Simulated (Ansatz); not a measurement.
The same path of AlCl₂H₃Si (7 atoms, charge 0, multiplicity 1) was run twice with different band settings. The coordinate that changes most is the dihedral Cl1–Al2–Si3–Cl4.

Computed with RKS r2SCAN-D4/def2-mTZVP in Ansatz 0.2.0.

Relaxed end points:

```xyz
7
Properties=species:S:1:pos:R:3
Cl -2.754 -0.614 -0.805
Al -1.067 0.633 -0.664
Si 0.935 -0.243 0.455
Cl 0.623 -2.187 1.131
H -1.169 2.084 -1.288
H 1.320 0.590 1.630
H 2.112 -0.263 -0.459
```

```xyz
7
Properties=species:S:1:pos:R:3
Cl -1.193 2.370 -1.367
Al -1.191 0.398 -0.617
Si 0.892 -0.309 0.465
Cl 0.701 -2.270 1.157
H -2.503 -0.462 -0.804
H 1.241 0.547 1.633
H 2.053 -0.275 -0.467
```

Common settings: movable images 5; climbing image yes; spring 5.0 eV/Å²; optimiser quadratic models (default); start path IDPP; force threshold 0.05 eV/Å; end points relaxed.

| run | iteration limit |
| --- | --- |
| 1 | 60 |
| 2 | 10 |

Question: What does each run give, and how far can it be trusted?

Answer: Run 1: converged after 6 iterations, highest image 0.008 eV above the first end. A vibrational analysis at the climbing image gives no mode beyond 40i cm⁻¹: the surface is too flat there to confirm a saddle point.
Run 2: converged after 6 iterations, highest image 0.008 eV above the first end. Another band between the same ends (5 images) ends at a top of the same energy, where a vibrational analysis finds no clearly imaginary modes.
